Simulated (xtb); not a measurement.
B(All)(F)(OH) (C₃H₆BFO), SMILES C(C=C)B(F)O. All values are semi-empirical tight-binding results from xtb (GFN2-xTB unless named), good for trends rather than for accurate numbers. Geometry: GFN2-xTB. Other conformers were not sampled.

Problem. Estimate the properties. (Estimate from the structure and the level; the computed values follow.)

Solution. 
* **orbital gap**: 5.14 eV
* **dipole moment**: 2.77 D
* **zero-point energy**: 56.1 kcal/mol
* **G − E(el) at 298.15 K (modified RRHO)**: 36.5 kcal/mol
* **static polarisability (D4 model)**: 56.6 bohr³
* **solvation energy, GFN2-xTB/ALPB(water)**: -4.9 kcal/mol
* **solvation energy, GFN2-xTB/ALPB(toluene)**: -5.1 kcal/mol

Computed IR lines (harmonic; lines under 4 % of the strongest left out, lines within 3 cm⁻¹ merged):
ν (cm⁻¹): 476 (w), 620 (m), 827 (m), 929 (m), 1042 (w), 1199 (m), 1245 (vs), 1342 (vs), 1706 (w), 3010 (w), 3059 (w), 3093 (w), 3125 (w), 3579 (w) (against the strongest line: vs over 80 %, s over 45 %, m over 15 %, w over 4 %, vw less)
